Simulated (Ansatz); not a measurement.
Geometry optimisation, RKS B3LYP-D4/STO-3G (Ansatz).

The input (input.yaml):

```yaml
crystal:
  periodic: [false, false, false]
  atoms:
    - { symbol: Si, position_ang: [0.0, 0.0, 0.0] }
    - { symbol: "N", position_ang: [0.0, 0.0, 1.82] }
    - { symbol: C, position_ang: [-1.2162, -0.3762, 2.555] }
    - { symbol: H, position_ang: [-1.8642, -0.9999, 1.9045] }
    - { symbol: H, position_ang: [-0.9378, -0.9533, 3.4614] }
    - { symbol: H, position_ang: [-1.7663, 0.5401, 2.8549] }
    - { symbol: C, position_ang: [1.2162, 0.3762, 2.555] }
    - { symbol: H, position_ang: [1.4641, -0.4163, 3.2916] }
    - { symbol: H, position_ang: [2.0585, 0.4943, 1.8418] }
    - { symbol: H, position_ang: [1.0457, 1.3351, 3.0874] }
    - { symbol: H, position_ang: [1.3768, 0.0, -0.4862] }
    - { symbol: Si, position_ang: [-1.0456, 1.8115, -0.7393] }
    - { symbol: H, position_ang: [-2.4302, 1.478, -1.0607] }
    - { symbol: H, position_ang: [-1.0215, 2.8436, 0.2931] }
    - { symbol: H, position_ang: [-0.3743, 2.3069, -1.9374] }
    - { symbol: Si, position_ang: [-1.0456, -1.8115, -0.7393] }
    - { symbol: H, position_ang: [-1.7029, -2.4846, 0.3772] }
    - { symbol: H, position_ang: [-2.0454, -1.4265, -1.7311] }
    - { symbol: H, position_ang: [-0.0777, -2.7173, -1.3511] }
basis:
  gaussian: { orbitals: STO-3G }
hamiltonian:
  xc: b3lyp
  dispersion: d4
relax:
  f_tol: 0.02
  max_steps: 40
```

Command:

```bash
$ ansatz run input.yaml --threads 1 --pin off --max-ram 2048MiB --backend cpu --events-out ev --progress --plain --runs-dir out
```

Question: Where does it end, and by what steps?

Answer: The run converged. The force dipped under the threshold on the way, but the program's further checks kept it going. Limits of this set-up: minimal basis. After 27 steps the energy has fallen by 0.503 eV; H17 moved furthest, 1.24 Å.

```json
{"step": "0", "energy less start (eV)": "0.0000", "largest force component (eV/Å)": "3.013", "accepted": "yes"}
{"step": "1", "energy less start (eV)": "-0.2920", "largest force component (eV/Å)": "0.856", "accepted": "yes"}
{"step": "2", "energy less start (eV)": "-0.3560", "largest force component (eV/Å)": "0.234", "accepted": "yes"}
{"step": "3", "energy less start (eV)": "-0.4086", "largest force component (eV/Å)": "0.228", "accepted": "yes"}
{"step": "4", "energy less start (eV)": "-0.4279", "largest force component (eV/Å)": "0.644", "accepted": "yes"}
{"step": "5", "energy less start (eV)": "-0.4704", "largest force component (eV/Å)": "0.173", "accepted": "yes"}
{"step": "6", "energy less start (eV)": "-0.4812", "largest force component (eV/Å)": "0.088", "accepted": "yes"}
{"step": "7", "energy less start (eV)": "-0.4827", "largest force component (eV/Å)": "0.118", "accepted": "yes"}
{"step": "8", "energy less start (eV)": "-0.4823", "largest force component (eV/Å)": "0.163", "accepted": "no"}
{"step": "9", "energy less start (eV)": "-0.4866", "largest force component (eV/Å)": "0.027", "accepted": "yes"}
{"step": "10", "energy less start (eV)": "-0.4896", "largest force component (eV/Å)": "0.024", "accepted": "yes"}
{"step": "11", "energy less start (eV)": "-0.4914", "largest force component (eV/Å)": "0.159", "accepted": "yes"}
{"step": "12", "energy less start (eV)": "-0.4934", "largest force component (eV/Å)": "0.071", "accepted": "yes"}
{"step": "13", "energy less start (eV)": "-0.4958", "largest force component (eV/Å)": "0.007", "accepted": "yes"}
{"step": "14", "energy less start (eV)": "-0.4929", "largest force component (eV/Å)": "0.293", "accepted": "no"}
{"step": "15", "energy less start (eV)": "-0.4976", "largest force component (eV/Å)": "0.081", "accepted": "yes"}
{"step": "16", "energy less start (eV)": "-0.4985", "largest force component (eV/Å)": "0.102", "accepted": "yes"}
{"step": "17", "energy less start (eV)": "-0.4995", "largest force component (eV/Å)": "0.069", "accepted": "yes"}
{"step": "18", "energy less start (eV)": "-0.5002", "largest force component (eV/Å)": "0.062", "accepted": "yes"}
{"step": "19", "energy less start (eV)": "-0.5012", "largest force component (eV/Å)": "0.034", "accepted": "yes"}
{"step": "20", "energy less start (eV)": "-0.5015", "largest force component (eV/Å)": "0.098", "accepted": "yes"}
{"step": "21", "energy less start (eV)": "-0.5019", "largest force component (eV/Å)": "0.042", "accepted": "yes"}
{"step": "22", "energy less start (eV)": "-0.5022", "largest force component (eV/Å)": "0.002", "accepted": "yes"}
{"step": "23", "energy less start (eV)": "-0.5026", "largest force component (eV/Å)": "0.011", "accepted": "yes"}
{"step": "24", "energy less start (eV)": "-0.4985", "largest force component (eV/Å)": "0.228", "accepted": "no"}
{"step": "25", "energy less start (eV)": "-0.5028", "largest force component (eV/Å)": "0.047", "accepted": "yes"}
{"step": "26", "energy less start (eV)": "-0.5027", "largest force component (eV/Å)": "0.031", "accepted": "no"}
{"step": "27", "energy less start (eV)": "-0.5029", "largest force component (eV/Å)": "0.017", "accepted": "yes"}
```

```xyz
19
Properties=species:S:1:pos:R:3
Si 0.008 -0.116 0.011
N 0.220 -0.453 1.764
C -1.070 -0.564 2.525
H -1.714 -1.326 2.051
H -0.861 -0.886 3.561
H -1.649 0.385 2.581
C 1.116 0.537 2.456
H 1.310 0.198 3.490
H 2.081 0.590 1.922
H 0.697 1.566 2.514
H 1.357 -0.036 -0.509
Si -1.036 1.856 -0.418
H -2.416 1.837 0.008
H -0.391 2.966 0.247
H -1.026 2.132 -1.837
Si -1.062 -1.875 -0.923
H -2.434 -1.955 -0.477
H -1.082 -1.732 -2.360
H -0.415 -3.126 -0.606
```

Whether the end is a true minimum wasn't checked by a vibrational analysis.

The run took 7.1 min on 1 thread of Intel(R) Xeon(R) Processor @ 2.50GHz (Skylake/Cascade Lake), with other jobs on the host, peak memory 0.17 GiB.
